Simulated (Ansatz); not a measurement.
Relaxation of C$_{2}$H$_{10}$AlNSi$_{2}$ (16 atoms, charge 0, multiplicity 1), to a largest force component of 0.015 eV/Å in at most 40 steps.

Theory: RKS r2SCAN-D4/6-31G* (Ansatz).

```xyz
16
Properties=species:S:1:pos:R:3
N -2.205 -1.169 0.266
Si -0.862 -1.076 -0.865
C 0.727 -1.168 0.048
Si 1.296 0.608 -0.331
Al 1.189 1.956 1.579
C -0.384 0.700 -1.279
H -2.777 -0.278 0.149
H -2.769 -1.937 0.035
H -0.961 -1.959 -1.978
H 1.463 -1.891 -0.381
H 0.602 -1.337 1.169
H 2.417 0.696 -1.189
H 1.196 3.579 1.433
H 1.043 1.306 3.060
H -0.214 0.806 -2.361
H -1.083 1.456 -0.827
```

Task: Where does it end, and by what steps?

Result: The forces met the threshold. After 27 steps the energy has fallen by 1.983 eV; H8 moved furthest, 2.17 Å. Joined: N1–Al5.

```tsv
step	energy less start (eV)	largest force component (eV/Å)	accepted
0	0.0000	2.908	yes
1	-0.7180	0.906	yes
2	-0.8303	0.490	yes
3	-0.8869	0.540	yes
4	-0.9190	0.207	yes
5	-0.9012	0.357	no
6	-0.9268	0.140	yes
7	-0.9327	0.075	yes
8	-0.9373	0.217	yes
9	-0.9403	0.314	yes
10	-0.9405	0.341	yes
11	-0.9558	0.291	yes
12	-0.9789	0.164	yes
13	-1.0109	0.319	yes
14	-1.0599	0.368	yes
15	-1.1415	0.255	yes
16	-1.2593	0.238	yes
17	-1.4362	0.288	yes
18	-1.6733	0.380	yes
19	-1.8701	0.427	yes
20	-1.9056	0.916	yes
21	-1.7586	1.328	no
22	-1.9603	0.362	yes
23	-1.9742	0.199	yes
24	-1.9567	0.297	no
25	-1.9807	0.066	yes
26	-1.9824	0.025	yes
27	-1.9825	0.005	yes
```

```xyz
16
Properties=species:S:1:pos:R:3
N -1.435 -0.047 0.766
Si -0.778 -0.818 -0.769
C 0.936 -1.378 -0.283
Si 1.348 0.536 -0.377
Al 0.015 1.249 1.556
C -0.075 0.626 -1.722
H -2.288 0.490 0.598
H -1.669 -0.740 1.480
H -1.838 -1.731 -1.296
H 1.410 -1.929 -1.108
H 1.105 -1.914 0.656
H 2.711 0.835 -0.917
H -0.728 2.671 1.499
H 0.322 0.587 2.988
H 0.287 0.299 -2.707
H -0.643 1.554 -1.835
```

The run took 120 s on 2 threads of Intel(R) Xeon(R) Platinum 8488C (Sapphire Rapids), with other jobs on the host, peak memory 0.25 GiB.
